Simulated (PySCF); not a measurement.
C₃H₆O. Atoms are numbered in the order given.

```xyz
10

C      1.0243    -0.9939     0.0000
C      0.0408    -0.0830     0.0000
C      0.2455     1.3943     0.0000
O     -1.2769    -0.3921     0.0000
H      0.8105    -2.0668     0.0000
H      2.0687    -0.6834     0.0000
H     -0.2339     1.8415    -0.8851
H      1.3115     1.6511     0.0000
H     -0.2339     1.8415     0.8851
H     -1.3711    -1.3516     0.0000
```
Charge 0, spin multiplicity 1.

Coordinates come from a PBE0-D3(BJ)/def2-SVP optimisation. Other conformers were not sampled.

Method: PBE0/def2-TZVP run with PySCF.

Atomic charges (e):

| atom | Mulliken | Löwdin | IAO |
|---|---|---|---|
| C1 | -0.38 | -0.28 | ___ |
| C2 | 0.18 | -0.39 | 0.25 |
| C3 | -0.35 | -0.27 | ___ |
| O4 | -0.39 | 0.09 | -0.49 |
| H5 | 0.11 | 0.12 | ___ |
| H6 | 0.13 | 0.13 | ___ |
| H7 | 0.13 | 0.14 | 0.16 |
| H8 | 0.13 | 0.13 | 0.16 |
| H9 | 0.13 | 0.14 | 0.16 |
| H10 | 0.32 | 0.19 | 0.37 |

Task: Complete the blanks. (An estimate is asked for; the answer gives what the named calculation found.)

Result: 
- C1, IAO: -0.46
- C3, IAO: -0.44
- H5, IAO: 0.14
- H6, IAO: 0.16

Computed Mayer and Wiberg (Löwdin basis) orders of the bonds:
```json
[
 {"bond": "C1–C2", "Mayer": "1.85", "Wiberg": "2.06"},
 {"bond": "C2–C3", "Mayer": "1.00", "Wiberg": "1.26"},
 {"bond": "C2–O4", "Mayer": "1.15", "Wiberg": "1.69"},
 {"bond": "C1–H5", "Mayer": "0.96", "Wiberg": "0.89"},
 {"bond": "C1–H6", "Mayer": "0.95", "Wiberg": "0.89"},
 {"bond": "C3–H7", "Mayer": "0.95", "Wiberg": "0.89"},
 {"bond": "C3–H8", "Mayer": "0.98", "Wiberg": "0.89"},
 {"bond": "C3–H9", "Mayer": "0.95", "Wiberg": "0.89"},
 {"bond": "O4–H10", "Mayer": "0.88", "Wiberg": "0.99"}
]
```
